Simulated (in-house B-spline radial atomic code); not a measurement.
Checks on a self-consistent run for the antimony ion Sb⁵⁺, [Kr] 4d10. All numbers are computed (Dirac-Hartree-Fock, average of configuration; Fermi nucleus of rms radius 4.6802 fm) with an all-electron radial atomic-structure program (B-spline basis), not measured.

```tsv
orbital	q	ε (Eh)	<1/r>	<r²>	small-component weight
1s1/2	2	-1129.17065	54.3243	0.00109357	0.035163
2s1/2	2	-177.06235	12.6475	0.0176264	0.0074946
2p1/2	2	-165.30367	12.5912	0.0131388	0.0074784
2p3/2	4	-156.00965	11.6956	0.0144285	0.00713
3s1/2	2	-37.89411	4.49934	0.123529	0.0021994
3p1/2	2	-33.04756	4.39884	0.118769	0.0021335
3p3/2	4	-31.28338	4.1826	0.126842	0.0020425
3d3/2	4	-22.82390	4.01926	0.108235	0.0019125
3d5/2	6	-22.46250	3.96302	0.110621	0.0018848
4s1/2	2	-8.55018	1.74606	0.71083	0.00057591
4p1/2	2	-6.83826	1.63646	0.791145	0.00052007
4p3/2	4	-6.50790	1.57279	0.840636	0.00049571
4d3/2	4	-3.71193	1.3235	1.14705	0.00036837
4d5/2	6	-3.66156	1.30561	1.1737	0.00036072
```

Electron-electron repulsion V_ee = 2321.4695 hartree.

What total energy follows from the eigenvalues?

The eigenvalues count the repulsion twice, so E = Σqε - V_ee = -4153.825 - 2321.470 = -6475.294 hartree; the run printed -6475.294.

Does the Dirac virial theorem hold?

For a point nucleus E = -2c²Σq·w, with w the small-component weight. Here Σq·w = 0.1724 and c = 137.0360, so the ratio E/(-2c²Σq·w) is 1.000052; the finite nucleus accounts for the departure from 1.

What diamagnetic shielding (Lamb formula) and susceptibility (Langevin formula) do the radii give?

σ = (α²/3)Σq<1/r> = 306.474/(3·137.036²) = 5440.1 ppm, and χ = -0.79199×10⁻⁶·Σq<r²> = -16×10⁻⁶ cm³/mol with Σq<r²> = 20.207 bohr². Both are non-relativistic formulas without the paramagnetism of open shells; for so heavy an element the full relativistic shielding is larger by tens of per cent.
